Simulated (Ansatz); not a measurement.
Consider the substitution at a C–S bond: `N=C[S][SnH3]` + `CC(O)F` → `CC(F)OC=N` + `[SH][SnH3]`.

Gas-phase electronic energies from Ansatz, PBE0-D4/def2-TZVP geometries. CCSD(T)/CBS adds triple-zeta CCSD(T) − MP2 to the extrapolated MP2 energy (def2 sets, frozen cores). Elements past krypton have def2 core potentials. For Sn outer-core shells are correlated without core-valence functions, which leaves a few kJ/mol of doubt a bond. One conformer a species, not always the lowest.

| level | ΔE (kJ/mol) |
| --- | --- |
| CCSD/def2-TZVPP | -17.0 |
| MP2/def2-QZVPP | -5.8 |

Problem. What does CCSD(T)/CBS give? (Best estimate.)

Solution. The calculation gave: -8.8 kJ/mol. The listed levels differ from it by -8.2, 3.0 kJ/mol.

Largest T1 diagnostic among the species: 0.015.

In def2-TZVPP, CCSD(T) changes the Hartree–Fock value by +18.9 kJ/mol (the triples alone add +3.6 kJ/mol) and MP2 by +23.9 kJ/mol. From PBE to PBE0 (25 % exact exchange), in def2-TZVPP and without D4, ΔE moves by −7.5 kJ/mol.
